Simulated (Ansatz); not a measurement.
Z-matrix (Å, degrees):
```
C
Si 1 1.869
H 1 1.093 2 110.2
H 1 1.093 2 110.8 3 119.7
H 1 1.094 2 111.1 3 -120.0
O 2 1.656 1 111.5 3 57.9
S 2 2.160 1 102.6 3 177.2
In 2 2.571 1 117.4 3 -64.7
H 6 0.961 2 116.9 1 62.2
H 7 1.343 2 95.2 1 177.4
H 8 1.731 2 119.1 1 -173.5
H 8 1.731 2 123.3 1 2.7
```

Total charge 0; spin multiplicity 1. In: def2 effective core potential.

(1) List the ωB97M-V/def2-TZVPP orbital energies in eV (Ansatz 0.2.0). (Best estimate.)

Answers

(1) Ansatz gave: Occupied: -2426.57, -1807.74, -526.21, -281.10, -220.57, -163.68, -163.59, -163.51, -148.66, -131.14, -102.81, -102.78, -102.74, -87.61, -87.28, -87.27, -30.91, -24.04, -23.87, -23.84, -23.78, -23.71, -23.17, -22.28, -18.03, -15.35, -14.58, -14.20, -13.82, -13.33, -12.78, -12.34, -10.85, -10.23, -9.99, -8.82. Lowest empty: -0.46, 1.53, 1.77, 2.09, 2.38, 2.51, 2.70, 2.86.
